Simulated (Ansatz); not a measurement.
# Nudged elastic band run: CH7NSn

input.yaml

```yaml
crystal:
  periodic: [false, false, false]
  atoms:
    - { symbol: C, position_ang: [-1.326154, 0.723683, -0.602116] }
    - { symbol: Sn, position_ang: [0.160943, -0.771606, -0.125308] }
    - { symbol: "N", position_ang: [1.450388, 0.130201, 1.214356] }
    - { symbol: H, position_ang: [-2.081255, 0.308242, -1.284688] }
    - { symbol: H, position_ang: [-0.848876, 1.590191, -1.082867] }
    - { symbol: H, position_ang: [-1.815744, 1.052275, 0.325742] }
    - { symbol: H, position_ang: [0.938344, -1.34263, -1.56781] }
    - { symbol: H, position_ang: [-0.513606, -2.105144, 0.731288] }
    - { symbol: H, position_ang: [1.988314, 0.887655, 0.790226] }
    - { symbol: H, position_ang: [2.130845, -0.523866, 1.604278] }
basis:
  gaussian: { orbitals: def2-SVP }
hamiltonian:
  xc: b3lyp
  dispersion: d4
neb:
  order_check: false
  images: 5
  f_tol: 0.05
  max_iterations: 60
  initial_path: idpp
  final_atoms:
    - { symbol: C, position_ang: [-1.36223023, 0.70112701, -0.54324161] }
    - { symbol: Sn, position_ang: [0.21577795, -0.73953984, -0.21374493] }
    - { symbol: "N", position_ang: [1.66670123, 0.26037433, 0.86550757] }
    - { symbol: H, position_ang: [-2.17323638, 0.25447957, -1.1365736] }
    - { symbol: H, position_ang: [-0.95161409, 1.56709233, -1.08160146] }
    - { symbol: H, position_ang: [-1.76995778, 1.03831358, 0.42102315] }
    - { symbol: H, position_ang: [0.98926227, -1.20312471, -1.68085526] }
    - { symbol: H, position_ang: [-0.40356552, -2.14900958, 0.58668984] }
    - { symbol: H, position_ang: [2.51863015, -0.2905473, 0.98092888] }
    - { symbol: H, position_ang: [1.3534314, 0.5098356, 1.80496842] }
```

Launched with:

```bash
$ ansatz run input.yaml --threads 1 --pin off --max-ram 2048MiB --backend cpu --events-out ev --progress --plain --runs-dir out
```

Output, in part (warnings, iteration lines, the closing report on the highest movable image, with atoms numbered from 0):

```
NEB end point (image 0): max|allowed force component| = 7.727e-3 eV/Å (the criterion of neb.relax_end_points is 1.000e-2)
NEB end point (image 6): max|allowed force component| = 2.486e-3 eV/Å (the criterion of neb.relax_end_points is 1.000e-2)
NEB iter   1: max|band force component| = 2.528e-1 eV/Å  barrier→ = 0.0459 eV  barrier← = 0.0459 eV  CI = image 3  Δτ_max = 0.1038 Å  (179 SCF iters)
NEB iter   2: max|band force component| = 2.238e-1 eV/Å  barrier→ = 0.0358 eV  barrier← = 0.0358 eV  CI = image 3  Δτ_max = 0.0641 Å  (138 SCF iters)
NEB iter   3: max|band force component| = 9.227e-2 eV/Å  barrier→ = 0.0229 eV  barrier← = 0.0229 eV  CI = image 3  Δτ_max = 0.0147 Å  (140 SCF iters)
NEB iter   4: max|band force component| = 6.706e-2 eV/Å  barrier→ = 0.0220 eV  barrier← = 0.0220 eV  CI = image 3  Δτ_max = 0.0049 Å  (120 SCF iters)
NEB iter   5: max|band force component| = 3.547e-2 eV/Å  barrier→ = 0.0217 eV  barrier← = 0.0217 eV  CI = image 3  Δτ_max = 0.0000 Å  (237 SCF iters)
Total energy: -8472.38091737 eV, -311.3542559275 hartree
Atom 0 at    -1.465375     0.655400    -0.459568 Å, force     0.001724     0.008482     0.004770 eV/Å
Atom 1 at     0.218253    -0.677678    -0.210418 Å, force     0.006553    -0.003526     0.001900 eV/Å
Atom 2 at     1.607283     0.286545     0.980797 Å, force    -0.035467     0.015387    -0.011602 eV/Å
Atom 3 at    -2.239105     0.185112    -1.084023 Å, force    -0.002506     0.003523     0.000326 eV/Å
Atom 4 at    -1.127898     1.585878    -0.938576 Å, force     0.001341    -0.003087    -0.002766 eV/Å
Atom 5 at    -1.890277     0.896284     0.525601 Å, force    -0.000250    -0.004630    -0.000116 eV/Å
Atom 6 at     0.946749    -1.035468    -1.736319 Å, force     0.001845    -0.000990     0.000468 eV/Å
Atom 7 at    -0.268657    -2.138638     0.574171 Å, force     0.001843    -0.000884     0.000592 eV/Å
Atom 8 at     2.502193     0.414631     0.508261 Å, force     0.013487    -0.006169     0.001285 eV/Å
Atom 9 at     1.800034    -0.223066     1.843176 Å, force     0.011428    -0.008104     0.005143 eV/Å
Dipole moment:     0.044430    -0.098019    -0.023532 e Å
```

The forces met the threshold. A vibrational analysis at the climbing image gives one clearly imaginary mode, 154i cm⁻¹: a first-order saddle point.

Final band (atoms are numbered from 1 in the order of the input):

```csv
image,path coordinate (Å),energy (kJ/mol),dihedral H7–Sn2–N3–H10 (°)
0,0.00,0.0,-66
1,0.38,0.5,-83
2,0.75,1.5,-102
3,1.13,2.1,-120
4,1.50,1.5,-139
5,1.88,0.5,-157
6,2.26,0.0,-174
```

The run took 100 s on 1 thread of Arm Neoverse V2 (shared host), peak memory 0.27 GiB.
